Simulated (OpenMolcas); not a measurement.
An OpenMolcas run meant for Sc (ANO-RCC-VTZP, DKH2; inactive shells 1s 2s 2p 3s 3p; intended active space 3 electrons in 6 orbitals (3d 4s)). One step of its input:

```
&RASSCF
FileOrb=start.orb
Symmetry=1
Spin=4
nActEl=3 0 0
Inactive=3 6
Ras2=6 0
CIRoot=16 16 1
SDav=20
CIMx=300
Iter=55 100
PrWF=0.3
OrbListing=Nothing
MaxOrb=0
Atom
```

The run finished. Its levels beside those of a sound run (CASSCF), in cm⁻¹ above each run's lowest level:

```
        Level  This run  Usual run
3d 4s² ²D_3/2       0.0        0.0
3d 4s² ²D_5/2       110        135
3d² 4s ⁴F_3/2      2879       6149
3d² 4s ⁴F_5/2      2919       6189
3d² 4s ⁴F_7/2      2975       6244
3d² 4s ⁴F_9/2      3048       6316
3d² 4s ²F_5/2     11735      11864
3d² 4s ²F_7/2     11847      11996
3d² 4s ⁴P_1/2     10699      13912
3d² 4s ⁴P_3/2     10723      13935
3d² 4s ⁴P_5/2     10761      13969
3d² 4s ²D_3/2     13071      14715
3d² 4s ²D_5/2     13087      14729
3d² 4s ²G_7/2     15598      18232
```

Question: Which setting is unsound, and how much does it matter here?

Answer: CIRoot is one short, so the average cuts through a term and the orbitals lose spherical symmetry. Against the sound run the excited levels shown move by 2200 cm-1 on average and by 3300 cm-1 at most.

Some high roots are left out of the spin-orbit mixing, which shifts the levels that they would mix with. Without dynamic correlation excited terms often stand tens of per cent too high (terms of higher spin than the ground term too low), and those without a measured partner can miss by more than the paired ones. A single d shell beside an s shell can misplace configurations of different d count against each other. Terms from blocks run as CI alone lack orbitals of their own (holds for this run). Only configurations of the active space appear.
